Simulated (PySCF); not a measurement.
B(F)(Br)(Et) (C2H5BBrF), SMILES CCB(F)Br. Heavy atoms are numbered as in [B:1]([F:2])([Br:3])[CH2:4][CH3:5]. Hydrogens are named by the atom that carries them.

Geometry optimised at PBE-D3(BJ)/def2-SVP. The structure was generated by enumeration, and PubChem lists no compound with its InChIKey, so it may never have been made. One conformer was computed; it need not be the lowest.

All values below come from HF/pcSseg-1 run with PySCF.

GIAO shieldings, no solvent; atoms alike by connectivity are averaged. δ = σ(ref) − σ: ¹¹B against BF3 (σ = 102.7 ppm); ¹⁹F against CFCl3 (σ = 238.5 ppm); ¹³C against TMS (σ = 192.6 ppm); ¹H against TMS (σ = 31.99 ppm), references at their B3LYP-D3(BJ)/def2-TZVP geometries, non-relativistic (without spin–orbit terms, shifts of atoms bonded to Cl or Br come out too high).

Computed chemical shifts:
| nucleus | atoms | count | δ (ppm) |
|---|---|---|---|
| ¹¹B | B1 | 1 | 40.4 |
| ¹⁹F | F2 | 1 | 1.9 |
| ¹³C | C4 (CH2) | 1 | 19.9 |
| ¹³C | C5 (CH3) | 1 | 11.8 |
| ¹H | H on C4 | 2 | 1.83 |
| ¹H | H on C5 | 3 | 1.64 |
